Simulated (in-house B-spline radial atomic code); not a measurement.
# Binding energies in Fe V (Fe4+)

NIST's tabulated ground configuration is [Ar] 3d4; each binding energy is the energy of the ion with one electron taken from that subshell, relaxed, less that of the parent. Method: Dirac-Hartree-Fock, average of configuration, Fermi nucleus of rms radius 3.7377 fm. Calculated with an all-electron radial atomic-structure program (B-spline basis). Energies include first-order Breit, QED and recoil terms.

| subshell | X-ray name | binding energy (eV) | -ε (eV) | relaxation (eV) |
| --- | --- | --- | --- | --- |
| 1s | K | 7191.5 | 7240.4 | 37.5 |
| 2s | L1 | 930.6 | 946.0 | 14.6 |
| 2p1/2 | L2 | 803 | 820.1 | 16.2 |
| 2p3/2 | L3 | 790.8 | 807.4 | 16.0 |
| 3s | M1 | 172 | 174.7 | 2.6 |
| 3p1/2 | M2 | 131.8 | 134.3 | 2.5 |
| 3p3/2 | M3 | 130.1 | 132.6 | 2.4 |
| 3d | M4,5 | 72.71 | 74.76 | 2.07 |

Relaxation = -ε minus the binding energy without Breit, QED and recoil terms.

Emission lines follow as differences of binding energies, with λ = 12398.42 eV·Å / E:

```csv
line,holes,energy (eV),wavelength (Å)
K-L3,1s → 2p3/2,6400.7,1.937
K-L2,1s → 2p1/2,6388.5,1.9407
K-M3,1s → 3p3/2,7061.4,1.7558
L1-M3,2s → 3p3/2,800.5,15.488
L3-M1,2p3/2 → 3s,618.8,20.036
```

Problem. What screening constant σ does Moseley's law, E = (3/4)·13.6057 eV·(Z - σ)², need for K-L3?

Solution. σ = 0.95.

Problem. What does it cost to remove both a 2p3/2 and a 2p1/2 electron?

Solution. 1664.9 eV, which is 71.03 eV more than the two single binding energies together.

Problem. What does it cost to remove both a 2s and a 3p3/2 electron?

Solution. 1090 eV, which is 29.29 eV more than the two single binding energies together.

Problem. What does it cost to remove both a 3p1/2 and a 3d electron?

Solution. 227.75 eV, which is 23.28 eV more than the two single binding energies together.
